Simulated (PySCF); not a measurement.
Species: C6H12OS.
SMILES with atom numbers: `[O:1]=[S:2]1[CH2:3][CH2:4][CH2:5][CH2:6][CH2:7][CH2:8]1` (hydrogens: H9, H10 on C3; H11, H12 on C4; H13, H14 on C5; H15, H16 on C6; H17, H18 on C7; H19, H20 on C8)

The same species was optimised twice, with GFN2-xTB and with PBE0-D3(BJ)/def2-SVP (PySCF), and the same property calculations (PySCF, gas phase) were run on both structures.

```json
{"coordinate": "O1=S2 (Å)", "GFN2-xTB": "1.465", "PBE0-D3(BJ)/def2-SVP": "1.505", "change": "+0.040"}
{"coordinate": "S2–C8 (Å)", "GFN2-xTB": "1.857", "PBE0-D3(BJ)/def2-SVP": "1.831", "change": "-0.026"}
{"coordinate": "S2–C3 (Å)", "GFN2-xTB": "1.857", "PBE0-D3(BJ)/def2-SVP": "1.832", "change": "-0.025"}
{"coordinate": "C3–C4 (Å)", "GFN2-xTB": "1.520", "PBE0-D3(BJ)/def2-SVP": "1.522", "change": "+0.002"}
{"coordinate": "C6–C7 (Å)", "GFN2-xTB": "1.530", "PBE0-D3(BJ)/def2-SVP": "1.528", "change": "-0.002"}
{"coordinate": "C5–C6 (Å)", "GFN2-xTB": "1.534", "PBE0-D3(BJ)/def2-SVP": "1.533", "change": "-0.001"}
{"coordinate": "C7–C8 (Å)", "GFN2-xTB": "1.516", "PBE0-D3(BJ)/def2-SVP": "1.517", "change": "+0.001"}
{"coordinate": "C4–C5 (Å)", "GFN2-xTB": "1.530", "PBE0-D3(BJ)/def2-SVP": "1.530", "change": "0.000"}
{"coordinate": "S2–C3–C4 (°)", "GFN2-xTB": "111.3", "PBE0-D3(BJ)/def2-SVP": "115.2", "change": "+3.9"}
{"coordinate": "S2–C8–C7 (°)", "GFN2-xTB": "113.2", "PBE0-D3(BJ)/def2-SVP": "116.9", "change": "+3.7"}
{"coordinate": "C3–C4–C5 (°)", "GFN2-xTB": "113.4", "PBE0-D3(BJ)/def2-SVP": "116.1", "change": "+2.7"}
{"coordinate": "C6–C7–C8 (°)", "GFN2-xTB": "114.7", "PBE0-D3(BJ)/def2-SVP": "116.9", "change": "+2.2"}
{"coordinate": "C4–C5–C6 (°)", "GFN2-xTB": "114.5", "PBE0-D3(BJ)/def2-SVP": "116.4", "change": "+1.9"}
{"coordinate": "C5–C6–C7 (°)", "GFN2-xTB": "113.3", "PBE0-D3(BJ)/def2-SVP": "114.3", "change": "+1.0"}
{"coordinate": "C3–S2–C8 (°)", "GFN2-xTB": "96.3", "PBE0-D3(BJ)/def2-SVP": "96.8", "change": "+0.5"}
{"coordinate": "O1–S2–C3 (°)", "GFN2-xTB": "104.9", "PBE0-D3(BJ)/def2-SVP": "105.2", "change": "+0.3"}
```

Rotational constants: A = 2576, B = 1568, C = 1108 MHz (GFN2-xTB) against A = 2633, B = 1490, C = 1066 MHz (PBE0-D3(BJ)/def2-SVP). Point groups within 0.08 Å: C1 and C1.

On the GFN2-xTB structure: HOMO (eV) -6.34 [PBE0/pcSseg-1]; LUMO (eV) 0.85 [PBE0/pcSseg-1]; dipole (D) 4.38 [PBE0/pcSseg-1]; GIAO shielding of O1 (ppm) 280.7 [PBE0/pcSseg-1]; GIAO shielding of S2 (ppm) 170.7 [PBE0/pcSseg-1]; GIAO shielding of C3/C8 (mean) (ppm) 119.2 [PBE0/pcSseg-1]; GIAO shielding of C4/C7 (mean) (ppm) 159.5 [PBE0/pcSseg-1]; GIAO shielding of C5/C6 (mean) (ppm) 158.0 [PBE0/pcSseg-1].

What do these properties become on the PBE0-D3(BJ)/def2-SVP structure?

```tsv
property	level	on GFN2-xTB	on PBE0-D3(BJ)/def2-SVP	change
HOMO (eV)	PBE0/pcSseg-1	-6.34	-6.34	0.00
LUMO (eV)	PBE0/pcSseg-1	0.85	0.75	-0.10
dipole (D)	PBE0/pcSseg-1	4.38	4.71	+0.33
energy, GFN2-xTB geometry as zero (kcal/mol)	PBE0/pcSseg-1	0.0	-3.7	-3.7
GIAO shielding of O1 (ppm)	PBE0/pcSseg-1	280.7	268.7	-12.0
GIAO shielding of S2 (ppm)	PBE0/pcSseg-1	170.7	183.4	+12.7
GIAO shielding of C3/C8 (mean) (ppm)	PBE0/pcSseg-1	119.2	120.0	+0.8
GIAO shielding of C4/C7 (mean) (ppm)	PBE0/pcSseg-1	159.5	159.0	-0.5
GIAO shielding of C5/C6 (mean) (ppm)	PBE0/pcSseg-1	158.0	156.4	-1.6
```

The heavy atoms differ by 0.078 Å rms after alignment. Among bonds between heavy atoms O1=S2 changes most (+0.040 Å). Changes are differences of the printed values. Neither structure is proved a minimum here.
